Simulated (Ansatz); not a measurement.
```json
{"atom": "C", "x (Å)": "0.0408", "y (Å)": "-0.0260", "z (Å)": "-0.8667"}
{"atom": "C", "x (Å)": "0.0814", "y (Å)": "-0.0086", "z (Å)": "0.7401"}
{"atom": "H", "x (Å)": "-0.0447", "y (Å)": "-0.9905", "z (Å)": "-1.2158"}
{"atom": "H", "x (Å)": "-0.9556", "y (Å)": "0.5473", "z (Å)": "-1.1218"}
{"atom": "H", "x (Å)": "0.9219", "y (Å)": "0.6149", "z (Å)": "-1.1935"}
{"atom": "H", "x (Å)": "-0.0251", "y (Å)": "1.0293", "z (Å)": "1.1428"}
{"atom": "H", "x (Å)": "-0.9597", "y (Å)": "-0.4813", "z (Å)": "1.2460"}
{"atom": "H", "x (Å)": "0.9154", "y (Å)": "-0.5032", "z (Å)": "1.1957"}
```

Basis set: 6-31G (spherical functions). Frozen core: 2 orbitals. Charge 0, multiplicity 1.

Computed with Ansatz (development build ahead of 0.2.0); each method stands on the lowest determinant of its kind that the runs found. Restricted open shells among the atoms or ions are ROHF, correlated in semicanonical orbitals with singles.

The atomization energy at this shape (free ground-state atoms in the same class of orbitals less the molecule, no zero-point energy) of singlet C2H6:

| method | atomization energy |
| --- | --- |
| RHF | 2156.4 kJ/mol |

What does RHF-MP2 give?

2539.8 kJ/mol. Caution: the shape is not the minimum.

This basis has no polarisation functions and is too small for such energies, which can lie far from measured ones in either direction.
